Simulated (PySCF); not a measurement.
# Deuteron quadrupole couplings in `F[C@H]([SiH3])CCC([SiH3])[SiH3]`

Species: C4H15FSi3.
Cartesian coordinates in Å at the GFN2-xTB level; atoms count from 1:
```xyz
23
C4H15FSi3 angstrom
F      2.3490   -0.4602   -1.6220
C      2.1615    0.1374   -0.3741
Si     3.4153   -0.6615    0.8422
C      0.7058   -0.0322    0.0391
C     -0.2549    0.6783   -0.9091
C     -1.7307    0.4702   -0.5576
Si    -2.2781   -1.3516   -0.7004
Si    -2.2103    1.2637    1.1063
H      2.3775    1.2007   -0.5411
H      3.2997    0.0607    2.1099
H      4.7504   -0.5209    0.2664
H      3.0586   -2.0693    1.0020
H      0.4717   -1.0984    0.0592
H      0.5918    0.3614    1.0510
H     -0.0252    1.7497   -0.9010
H     -0.0684    0.3137   -1.9237
H     -2.3022    1.0122   -1.3214
H     -1.6864   -1.9510   -1.8985
H     -3.7381   -1.3945   -0.8074
H     -1.8720   -2.1273    0.4757
H     -1.7331    0.4684    2.2406
H     -3.6676    1.3739    1.1790
H     -1.6193    2.6037    1.1951
```

Level: PBE0/pcSseg-1 (PySCF, non-relativistic); Q(2H) = 0.00286 b; rigid geometry, the same for H and D, with no vibrational averaging.

Problem. Rank these positions by the coupling χzz of a deuteron there, largest first.
A. H16 (methylene hydrogen)
B. H22 (Si–H hydrogen)
C. H17 (methine hydrogen)
D. H9 (methine hydrogen)

Solution. C (204 kHz), A (198 kHz), D (193 kHz), B (110 kHz).

Problem. Tabulate Vzz, the asymmetry η and χzz = 234.96 MHz × Q × Vzz for every hydrogen position.

Solution. 
```csv
atom,bonded to,bond length (Å),Vzz (au),η,χzz (kHz)
H9,C2,1.098,0.2869,0.08,193
H10,Si3,1.464,0.1621,0.02,109
H11,Si3,1.461,0.1642,0.01,110
H12,Si3,1.461,0.1641,0.01,110
H13,C4,1.092,0.3008,0.06,202
H14,C4,1.092,0.3020,0.05,203
H15,C5,1.096,0.2959,0.03,199
H16,C5,1.094,0.2952,0.02,198
H17,C6,1.097,0.3040,0.03,204
H18,Si7,1.464,0.1625,0.01,109
H19,Si7,1.465,0.1627,0.01,109
H20,Si7,1.466,0.1613,0.01,108
H21,Si8,1.465,0.1621,0.01,109
H22,Si8,1.463,0.1636,0.01,110
H23,Si8,1.467,0.1611,0.01,108
```

Problem. Average by the element that carries the hydrogen.

Solution. on C: 200 kHz over 6 positions, mean bond length 1.095 Å; on Si: 109 kHz over 9 positions, mean bond length 1.464 Å.

Problem. A static deuteron (I = 1) shows a doublet split by (3/2)χ, (3/4)χ(1 + η) and (3/4)χ(1 − η) with the field along z, y and x of the gradient. What are these for H10?

Solution. With |χ| = 109.0 kHz and η = 0.015: 163, 83 and 80 kHz, to first order and without motion.

The structure is a single GFN2-xTB conformer in the gas phase; no vibrational or solvent corrections. GFN2-xTB bond lengths can be off by several hundredths of an ångström, more for odd bonds, and the gradients follow them. A larger basis could move these couplings by a tenth or more.
